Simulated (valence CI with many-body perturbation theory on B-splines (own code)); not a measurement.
Sensitivity of CI+MBPT for Eu⁴⁹⁺

Calculated by relativistic CI+MBPT: four valence electrons over a frozen Dirac-Fock core [Ne], radial functions for each j: 6 s, 6 p, 5 d, 3 f, 1 g, with the one-electron correlation potential Σ1, the two-electron term Σ2, the three-electron term Σ3, Breit, model QED; selected CI, second order for the rest, scaled by the run's own slope (own B-spline code, finite nucleus).

The last digits are not significant, and no measured levels were compared; by estimate large intervals hold to a few tenths of a per cent, small ones and those within an open d or f shell to about a per cent.

The reference run has the lowest level (3s^2 3p1/2^2) J=0 and an ionisation energy of 4402.03 eV. Its largest variational space holds 9999 state functions.

Levels are named by their leading jj configuration (3d3/2^4 stands for four electrons in 3d with j = 3/2), which in mixed levels can hold well under half, so a name can repeat and another be missing. Letters in brackets count levels of one name in rising energy.

Changed runs:
A. orbitals per symmetry with explicit Σ2 and valence Breit (the others get mean screening factors) 5 → 4; highest l in the core sums 6 → 7
B. logarithmic knot step 0.27 → 0.33
C. Breit term on → off; QED terms on → off
D. start configuration 3s2 3p2 → 3s2 4p2 (bad on purpose)

Excitation energies of the reference run in cm⁻¹, and shifts in cm⁻¹:

| Level | Reference | A | B | C |
| --- | --- | --- | --- | --- |
| (3s^2 3p1/2 3p3/2) J=1 | 1276670 | -2.2 | -6.2 | +15938 |
| (3s^2 3p1/2 3p3/2) J=2 | 1339470 | -12 | -6.2 | +18341 |
| (3s 3p1/2^2 3p3/2) J=2 | 2326670 | +1.5 | -11 | +20806 |
| (3s 3p1/2^2 3p3/2) J=1 | 2517590 | +12 | -10 | +19991 |
| (3s^2 3p3/2^2) J=2 | 2661980 | -1.7 | -12 | +32927 |
| (3s^2 3p1/2 3d3/2) J=2 | 2725080 | +30 | -6.1 | +26910 |
| (3s^2 3p3/2^2) J=0 | 2797510 | +21 | -12 | +30470 |
| (3s^2 3p1/2 3d3/2) J=1 | 2998140 | +27 | -6.8 | +24276 |
| (3s^2 3p1/2 3d5/2) J=2 | 3141030 | +25 | -7.2 | +33643 |
| (3s^2 3p1/2 3d5/2) J=3 | 3150870 | +26 | -6.7 | +37199 |
| (3s 3p1/2 3p3/2^2) J=2 [a] | 3582110 | +5.6 | -16 | +34998 |
| (3s 3p1/2 3p3/2^2) J=3 | 3686120 | -11 | -16 | +39585 |
| Ionisation energy (eV) | 4402.03 | +0.00049 | -0.0011 | +5.50 |

Run D: It gave no result: the start configuration must fill the lowest shells above the core. The program said: "4p is not the lowest shell of its kind above the core".
